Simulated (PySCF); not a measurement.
BF2HSe, SMILES B(F)(F)[SeH]. Geometry optimised at PBE0-D3(BJ)/def2-SVP. The values are those of a single conformer.

Give the equilibrium geometry at PBE0-D3(BJ)/def2-SVP (PySCF confirms it by a frequency run) as a Z-matrix, and its point group. (The exact figures need the calculation; the answer reports its results.)

This is not unique; one that fits is point group Cs.
```
B
F 1 1.3170
F 1 1.3175 2 118.43
Se 1 1.9396 2 119.22 3 180.00
H 4 1.4692 1 93.17 2 180.00
```
Charge 0, spin multiplicity 1.
